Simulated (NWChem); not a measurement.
# Correlation energy of ClLi

```
Li
Cl 1 2.0007
```
Charge 0, spin multiplicity 1.

Program: NWChem. All single points use one geometry, from B3LYP/def2-SVP, a minimum by its harmonic frequencies.

Basis set: cc-pVQZ. Each correlation energy counts from its own Hartree-Fock reference.

The correlated methods keep 5 core orbitals frozen. The structure started from a generated list of species. Coupled-cluster values serve here as a point of comparison, not as the truth.

Problem. Order these methods by the correlation energy they give, lowest first: MP2, SCS-MP2, CR-CCSD[T], CCSD, CCSD+T(CCSD).

Solution. CCSD+T(CCSD) (-268.3 mHa), CR-CCSD[T] (-266.7 mHa), CCSD (-257.8 mHa), SCS-MP2 (-241.6 mHa), MP2 (-240.1 mHa)
